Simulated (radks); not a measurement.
Q: All-electron atom: Ta+ in [Xe] 4f14 5d3 6d1 (not the ground configuration). All-electron calculation, scalar-relativistic Kohn-Sham, B86b exchange with PBE correlation, spin-polarised, spherical densities, point nucleus; open shells are filled with parallel spins first (spin-orbit coupling, left out, can overturn this in heavy ions). Program: a radial shooting solver on a logarithmic mesh with Libxc functionals. Some entries of the table are withheld. Estimate them.

| orbital | occ. | eigenvalue (eV) | <r^2> (bohr^2) | r(max) (bohr) |
|---|---|---|---|---|
| 1s down | 1 | -67388.79 | 0.0004784 | 0.01167 |
| 1s up | 1 | -67388.78 | 0.0004784 | 0.01167 |
| 2s up | 1 | -11586.80 | 0.007372 | 0.06684 |
| 2s down | 1 | -11586.68 | 0.007372 | 0.06684 |
| 2p up | 3 | -10154.12 | 0.006083 | 0.05476 |
| 2p down | 3 | -10154.03 | 0.006083 | 0.05476 |
| 3s up | 1 | -2662.650 | 0.04793 | 0.1886 |
| 3s down | 1 | -2662.632 | 0.04793 | 0.1886 |
| 3p up | 3 | -2236.602 | 0.04865 | 0.1865 |
| 3p down | 3 | -2236.578 | 0.04865 | 0.1865 |
| 3d up | 5 | -1739.848 | 0.04038 | 0.1520 |
| 3d down | 5 | -1739.780 | 0.04038 | 0.1520 |
| 4s up | 1 | -551.5114 | 0.2375 | 0.4288 |
| 4s down | 1 | -551.4254 | 0.2375 | 0.4288 |
| 4p up | 3 | -411.7770 | 0.2705 | 0.4495 |
| 4p down | 3 | -411.6996 | 0.2705 | 0.4496 |
| 4d up | 5 | -232.9991 | 0.3173 | 0.4614 |
| 4d down | 5 | -232.9037 | 0.3171 | 0.4614 |
| 5s up | 1 | -84.3161 | 1.370 | 0.9903 |
| 5s down | 1 | -83.0883 | 1.352 | 0.9866 |
| 5p up | 3 | -50.9537 | (1) | 1.129 |
| 5p down | 3 | -49.2489 | (2) | 1.121 |
| 4f up | 7 | -35.5637 | 0.5260 | 0.4414 |
| 4f down | 7 | -35.2805 | 0.5144 | 0.4412 |
| 5d up | 3 | -14.6429 | 4.685 | 1.561 |
| 5d down | 0 | -12.3378 | 4.668 | 1.540 |
| 6d up | 1 | (3) | 47.64 | 6.024 |

A: 
(1) 5p up <r^2> (bohr^2): 1.909
(2) 5p down <r^2> (bohr^2): 1.876
(3) 6d up eigenvalue (eV): -4.0207
